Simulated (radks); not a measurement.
Radial electron density D(r) = 4 pi r^2 rho(r) of an atom or ion with 26 electrons. Calculated with a radial shooting solver on a logarithmic mesh with Libxc functionals: scalar-relativistic Kohn-Sham, PBEsol, spin-polarised, spherical densities, finite nucleus; Fermi nuclear charge, rms radius of each element as measured or else 0.836 A^(1/3) + 0.57 fm.

r (bohr),D(r) (e/bohr),spin D(r)
0.003585,4.332,-0.000134
0.004009,5.222,-0.000161
0.004521,6.354,-0.000196
0.005056,7.600,-0.000234
0.005656,9.050,-0.000278
0.006377,10.85,-0.000333
0.007132,12.78,-0.000391
0.007978,14.96,-0.000457
0.008923,17.39,-0.000530
0.01006,20.27,-0.000616
0.01125,23.16,-0.000701
0.01259,26.22,-0.000791
0.01408,29.36,-0.000881
0.01587,32.71,-0.000976
0.01775,35.69,-0.00106
0.01986,38.37,-0.00112
0.02221,40.62,-0.00117
0.02504,42.36,-0.00117
0.02801,43.24,-0.00112
0.03133,43.34,-0.000967
0.03533,42.58,-0.000623
0.03951,41.21,3.86e-07
0.0442,39.45,0.00114
0.04943,37.66,0.00319
0.05574,36.18,0.00715
0.06234,35.66,0.0137
0.06973,36.30,0.0248
0.07799,38.20,0.0432
0.08794,41.45,0.0756
0.09836,45.09,0.124
0.11,48.54,0.197
0.124,51.01,0.315
0.1387,51.37,0.472
0.1552,49.45,0.687
0.1736,45.41,0.969
0.1957,39.58,1.35
0.2189,34.00,1.77
0.2448,29.61,2.25
0.2739,27.33,2.74
0.3088,27.45,3.23
0.3454,29.31,3.59
0.3863,31.61,3.80
0.4321,32.97,3.81
0.4872,32.28,3.60
0.5449,29.31,3.21
0.6095,24.53,2.68
0.6872,18.44,2.05
0.7686,12.87,1.48
0.8597,8.177,0.987
0.9616,4.703,0.601
1.084,2.314,0.316
1.213,1.063,0.154
1.356,0.4330,0.0668
1.517,0.1544,0.0251
1.711,0.04335,0.00738
1.913,0.01113,0.00194

What is the nuclear charge?

Answer. Z = 35. The innermost maximum, from 1s, lies near gamma/Z bohr with gamma = sqrt(1 - (Z/c)^2) = 0.967, here 0.0276 bohr (found: 0.0301), and its height grows with Z. The density is that of the bromine ion Br9+ in [Ar] 3d8; the configuration itself is not fixed sharply by these data, and Z only to about a unit. D(r) has 3 maxima, at r = 0.0301, 0.133, 0.443 bohr, and minima at 0.0623, 0.290 bohr, inside which lie 2.07, 11.06 electrons.
